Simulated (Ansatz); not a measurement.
Cl2F2SW, SMILES `[F][W]([F])(=[S])([Cl])[Cl]`. Total charge 0; spin multiplicity 1. Correlated methods include outer-core shells of W, which these sets cover unevenly. W takes the def2 core potential.

Z-matrix (Å, degrees):
```
W
F 1 1.856
S 1 2.088 2 105.9
Cl 1 2.274 2 149.5 3 174.5
F 1 1.856 2 83.2 3 104.6
Cl 1 2.274 2 85.9 3 -104.0
```

Problem. Give the diagnostics of a CCSD(T)/def2-TZVPP run (frozen core, the Gaussian-basis code of Ansatz). (Estimate.)

Solution. Ansatz gave: T1 = 0.0208, largest single amplitude 0.040, largest double 0.056, (T) share of the correlation energy 5.2 %, 14 CCSD cycles. The RHF solution is stable towards an unrestricted one. T1 lies over the customary mark of 0.02 for closed shells; compounds of d metals often pass it without a breakdown.
